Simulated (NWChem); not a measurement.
System: C$_{2}$H$_{6}$BeOS; SMILES [S]([Be][O]C)C

```xyz
11

Be     0.2976    -0.3589    -0.0753
O      0.0394    -1.7271    -0.0351
C     -0.1780    -3.0822     0.0039
H      0.3065    -3.5406     0.8844
H     -1.2572    -3.3104     0.0587
H      0.2238    -3.5782    -0.8976
S      0.6780     1.5085    -0.1341
C     -1.0023     2.2211     0.0240
H     -1.6549     1.9198    -0.8067
H     -0.8869     3.3130    -0.0080
H     -1.4722     1.9527     0.9801
```
Atoms are numbered in this order, from 1.

Computed with NWChem. Pople sets run with spherical d functions. All runs use the structure optimised with PBE0/def2-SVP. Vzz is the largest principal value of the second derivative of the potential at the nucleus (NWChem prints the opposite sign); η is the asymmetry. Non-relativistic.

```csv
level,Vzz Be1 (a.u.),η Be1,Vzz O2 (a.u.),η O2,Vzz S7 (a.u.),η S7
Hartree-Fock/6-31G*,-0.166,0.17,1.495,0.06,2.084,0.57
Hartree-Fock/def2-SVP,-0.145,0.19,1.494,0.08,2.020,0.54
B3LYP/cc-pVTZ,-0.170,0.20,1.506,0.09,2.132,0.52
B3LYP/def2-SVP,[?],[?],[?],0.11,[?],0.56
```

Problem. Some entries are withheld; supply them.

Solution. 
- B3LYP/def2-SVP, Vzz Be1 (a.u.): -0.129
- B3LYP/def2-SVP, η Be1: 0.25
- B3LYP/def2-SVP, Vzz O2 (a.u.): 1.419
- B3LYP/def2-SVP, Vzz S7 (a.u.): 2.046
